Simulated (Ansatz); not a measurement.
Relaxation of C2H8FGeN (13 atoms, charge 0, multiplicity 1), to a largest force component of 0.02 eV/Å in at most 50 steps.

Method: RKS B3LYP-D4/def2-SVP (Ansatz).

```xyz
13
Properties=species:S:1:pos:R:3:forces:R:3
C -1.676 -0.591 0.153 -1.84 2.64 -2.14
Ge 0.163 -0.281 0.500 0.11 2.71 6.85
N 1.133 -1.519 -0.480 3.45 -0.02 -0.56
C 0.752 1.532 -0.032 -4.13 0.10 -0.22
F 0.440 1.683 -1.396 0.66 0.59 -0.74
H -2.318 0.211 0.713 1.16 -1.35 -0.72
H -1.990 -1.569 0.450 -0.37 -0.91 0.24
H -1.877 -0.396 -0.951 -0.41 -0.45 0.77
H 0.768 -2.248 0.166 0.48 -0.56 -1.24
H 0.985 -1.330 -1.453 -0.39 -1.32 -1.60
H 2.161 -1.296 -0.273 -1.83 -0.79 -0.09
H 1.776 1.683 0.194 1.50 0.58 0.07
H 0.033 2.285 0.532 1.63 -1.22 -0.62
```

**Question.** Where does it end, and by what steps?

**Answer.** The run converged. The force dipped under the threshold on the way, but the program's further checks kept it going. After 11 steps the energy has fallen by 2.676 eV; H9 moved furthest, 0.72 Å.

```tsv
step	energy less start (eV)	largest force component (eV/Å)	accepted
0	0.0000	6.851	yes
1	-1.5549	3.358	yes
2	-2.2539	1.021	yes
3	-2.4999	0.893	yes
4	-2.5984	0.673	yes
5	-2.6455	0.608	yes
6	-2.6391	0.791	no
7	-2.6686	0.163	yes
8	-2.6738	0.059	yes
9	-2.6754	0.030	yes
10	-2.6763	0.015	yes
11	-2.6765	0.019	yes
```

```xyz
13
Properties=species:S:1:pos:R:3
C -1.620 -0.518 0.241
Ge 0.154 -0.180 1.176
N 1.131 -1.383 -0.387
C 0.642 1.425 -0.036
F 0.544 1.103 -1.416
H -2.374 0.152 0.688
H -1.974 -1.550 0.402
H -1.581 -0.307 -0.841
H 0.652 -2.270 -0.547
H 1.033 -0.792 -1.222
H 2.120 -1.573 -0.222
H 1.671 1.792 0.131
H -0.050 2.266 0.155
```

Run time: 32 s on 2 threads of Intel(R) Xeon(R) 6975P-C (Granite Rapids), with other jobs on the host, peak memory 0.35 GiB.
